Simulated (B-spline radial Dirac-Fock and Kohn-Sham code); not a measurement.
Elastic and transport cross sections of scandium for electrons

The computed values come from a radial finite-basis atomic code: relativistic (Dirac) partial waves in the static field of the Dirac-Fock atom with Furness-McCarthy exchange, without polarisation or absorption potentials. Below a few hundred eV the neglected polarisation potential matters, most of all at small angles. σ_tr1 and σ_tr2 weight the cross section with 1 − P₁ and 1 − P₂ of cos θ; "backward" is the share scattered beyond 90°.

| energy (eV) | σ (a₀²) | σ_tr1 (a₀²) | σ_tr2 (a₀²) | σ/σ_tr1 | backward (%) |
| --- | --- | --- | --- | --- | --- |
| 50 | 32.5 | 15.9 | 19.4 | 2.05 | 26 |
| 50.3 | 32.5 | 15.8 | 19.3 | 2.05 | 26 |
| 90.1 | ? | ? | ? | ? | ? |
| 96.5 | 27.9 | 11.4 | 10.8 | 2.45 | 20 |
| 98.2 | 27.7 | 11.2 | 10.6 | 2.47 | 20 |
| 100 | 27.5 | 11.1 | 10.4 | 2.48 | 19 |
| 112 | 26.3 | 10.2 | 9.17 | 2.57 | 18 |
| 200 | 19.6 | 6.11 | 5.20 | 3.21 | 13 |
| 256 | 17.1 | 4.71 | 4.24 | 3.63 | 11 |
| 273 | 16.5 | 4.39 | 4.03 | 3.76 | 11 |
| 283 | 16.2 | 4.21 | 3.92 | 3.83 | 10 |

**Question.** Fill in the row for 90.1 eV.

**Answer.** σ = 28.7 a₀², σ_tr1 = 11.9 a₀², σ_tr2 = 11.6 a₀², σ/σ_tr1 = 2.41, backward 20 %. The ratio σ/σ_tr1 is roughly the number of elastic collisions that randomise the direction.
